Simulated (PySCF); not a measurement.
FH₂Si (calculated)

All values are calculated (PySCF 2.14.0). Calculation on a computer-drawn molecule: vertical ionisation energy to the stated ion spin, frozen-core CCSD(T) at the basis limit and cheaper methods, single-reference cases, UHF for radicals, no spin-orbit; all values are single points at the evaluated structure, the first of each entry, which is the reference or a displaced copy of it and isn't optimised; the reference structure only sets the zero of the energies above reference; triples share is (T) over the correlation energy.

```xyz
4
formula=FH2Si charge=0 multiplicity=2 ion_multiplicity=1 diffuse_functions=no basis=cc-pV(n+d)Z reference_is=the_Hartree-Fock_double-zeta_minimum best_is=HF_at_quadruple_zeta_+_MP2_correlation_extrapolated_from_triple_and_quadruple_zeta_+_CCSD(T)_minus_MP2_at_triple_zeta basis_step_is=the_size_of_the_change_from_the_same_recipe_one_zeta_lower
F     -2.3785     0.6357     1.5165
Si    -2.7157     0.4195     3.1080
H     -1.4603    -0.0127     3.7715
H     -3.9461    -0.5410     3.1366
```

Reference structure:
```xyz
4
FH2Si
F     -2.3769     0.6420     1.5055
Si    -2.7052     0.4107     3.0751
H     -1.4815    -0.1055     3.7244
H     -3.8160    -0.5604     3.1690
```

Drawn bonds:
| atom | other atom | order |
| --- | --- | --- |
| 1 | 2 | 1 |
| 2 | 3 | 1 |
| 2 | 4 | 1 |

**Q.** Give the missing dipole magnitude PBE at triple zeta for FH₂Si.
**A.** 1.251 debye

**Q.** Give the table of triple zeta values for FH₂Si.
**A.** 
Triple zeta:
| method | ionisation energy (eV) | energy above reference (kcal/mol) |
| --- | --- | --- |
| HF | 8.834 | 3.041 |
| PBE | 8.912 | 1.235 |
| r2SCAN | 9.124 | 1.986 |
| B3LYP | 9.047 | 1.966 |
| wB97X | 8.966 | 2.077 |
| MP2 | 8.878 | 2.494 |
| CCSD | 8.939 | 2.338 |
| CCSD(T) | 8.919 | 2.209 |

Further results for FH₂Si:

* ionisation energy best: 9.004 eV
* ionisation energy basis step: 0.05564 eV
* energy above reference best: 2.23 kcal/mol
* energy above reference basis step: 0.05641 kcal/mol
* total energy HF triple zeta: -389.5992 hartree
* total energy CCSD(T) triple zeta: -389.9863 hartree
* total energy best: -390.0558 hartree
* T1 diagnostic at triple zeta: 0.01446
* D1 diagnostic at triple zeta: 0.04269
* spin squared at triple zeta: 0.7539
* ion T1 diagnostic at triple zeta: 0.01849
* ion D1 diagnostic at triple zeta: 0.05384
* triples share at triple zeta: 0.02774
* basis functions triple zeta: 97
* dipole magnitude HF at triple zeta: 1.671 debye
* dipole magnitude CCSD unrelaxed at triple zeta: 1.423 debye
* dipole magnitude r2SCAN at triple zeta: 1.323 debye
* dipole magnitude B3LYP at triple zeta: 1.4 debye
* dipole magnitude wB97X at triple zeta: 1.425 debye
